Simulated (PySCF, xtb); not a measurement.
penta-1,4-dien-3-amine (C5H9N), SMILES C=CC(N)C=C.

Geometry: B3LYP-D3(BJ)/def2-SVP. Other conformers were not sampled.

Calculation: IEF-PCM-ωB97X/def2-SVP run with PySCF.

The values are the electrostatic part of the solvation free energy, E(continuum) − E(gas) at the gas-phase geometry, in a cavity of scaled van der Waals radii (PySCF's table); cavitation and dispersion terms are not included. In vacuum the orbital gap is 11.26 eV. The dipole moment in vacuum is 1.26 D.

### Question
Estimate the values in water (ε = 78.36), dichloromethane (ε = 8.93), acetonitrile (ε = 35.69). (An estimate is asked for; the answer gives what the named calculation found.)

### Answer

| solvent | ε | ΔG(elec) (kcal/mol) | dipole (D) | gap (eV) |
|---|---|---|---|---|
| water | 78.36 | -5.8 | 1.63 | 11.35 |
| dichloromethane | 8.93 | -4.8 | 1.55 | 11.34 |
| acetonitrile | 35.69 | -5.6 | 1.61 | 11.35 |

For comparison, GFN2-xTB/ALPB(water) (xtb, at the GFN2-xTB geometry, all terms of that model) gives -2.8 kcal/mol.
